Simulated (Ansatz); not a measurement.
Cd7CuTe7Br2. The state is a doublet with charge 0. Geometry PBE-D4/def2-SVP.

Cartesian coordinates in Å:
```
Te -0.9429 -0.9019 1.5357
Te -0.0671 3.5819 -0.6520
Te -2.7794 -3.9102 -0.8769
Te -0.5348 -0.9329 -3.3304
Te 2.6938 1.0562 3.1084
Te 3.3157 0.6804 -1.3063
Te 2.5831 -3.2049 -0.4496
Cd -0.0496 1.1257 3.3368
Cd -0.1150 -3.4547 -0.8085
Cd 2.0524 2.3348 0.6948
Cd -1.7440 1.7069 0.6194
Cu 1.5546 -1.2229 -1.8242
Cd 0.5787 1.3249 -2.1524
Cd -2.5187 -1.1971 -1.3148
Cd 1.9213 -0.8812 1.0463
Br -2.0270 2.8535 3.1924
Br -3.9212 1.0412 -0.8187
```

In the def2 sets Cd, Te take a core potential; there is no spin–orbit coupling. Single mean-field runs in def2-SVP are fitted with def2-universal-jkfit. At r2SCAN-D4/def2-SVP, B97M-V/def2-SVP the gap within one spin of the charge 0 doublet nearly closes, so an electron or hole may be smeared out by delocalisation error. No other spin state of charge 0 was run.

(1) Estimate the α-spin orbital energies around the gap (eV) in Ansatz with HF/def2-SVP, r2SCAN-D4/def2-SVP, B97M-V/def2-SVP, PBE0-D4/def2-SVP, r2SCAN0-D4/def2-SVP.

Answers

(1) 
| orbital | HF/def2-SVP | r2SCAN-D4/def2-SVP | B97M-V/def2-SVP | PBE0-D4/def2-SVP | r2SCAN0-D4/def2-SVP |
| --- | --- | --- | --- | --- | --- |
| HOMO−13 | -10.50 | -7.26 | -7.18 | -8.07 | -8.32 |
| HOMO−12 | -10.25 | -7.19 | -7.07 | -7.95 | -8.19 |
| HOMO−11 | -10.05 | -7.02 | -6.92 | -7.83 | -8.08 |
| HOMO−10 | -9.83 | -6.98 | -6.85 | -7.72 | -7.97 |
| HOMO−9 | -9.67 | -6.89 | -6.79 | -7.46 | -7.62 |
| HOMO−8 | -9.47 | -6.68 | -6.59 | -7.36 | -7.58 |
| HOMO−7 | -9.34 | -6.54 | -6.45 | -7.20 | -7.46 |
| HOMO−6 | -9.20 | -6.48 | -6.38 | -7.17 | -7.37 |
| HOMO−5 | -9.10 | -6.35 | -6.24 | -7.12 | -7.34 |
| HOMO−4 | -9.02 | -6.22 | -6.13 | -6.95 | -7.22 |
| HOMO−3 | -8.93 | -6.09 | -5.99 | -6.94 | -7.17 |
| HOMO−2 | -8.66 | -5.94 | -5.85 | -6.60 | -6.91 |
| HOMO−1 | -8.01 | -5.74 | -5.72 | -6.52 | -6.64 |
| HOMO | -7.41 | -5.68 | -5.59 | -6.05 | -6.01 |
| LUMO | -0.24 | -3.35 | -3.34 | -2.83 | -2.81 |
| LUMO+1 | 0.21 | -3.08 | -2.99 | -2.54 | -2.54 |
| LUMO+2 | 0.34 | -2.94 | -2.90 | -2.43 | -2.42 |
| LUMO+3 | 0.58 | -2.74 | -2.61 | -2.19 | -2.19 |
| LUMO+4 | 0.82 | -2.54 | -2.43 | -1.96 | -1.95 |
| LUMO+5 | 1.04 | -2.49 | -2.40 | -1.94 | -1.90 |
| β HOMO | -7.41 | -5.38 | -5.24 | -5.74 | -5.86 |
| β LUMO | -2.63 | -5.31 | -5.17 | -5.01 | -5.09 |
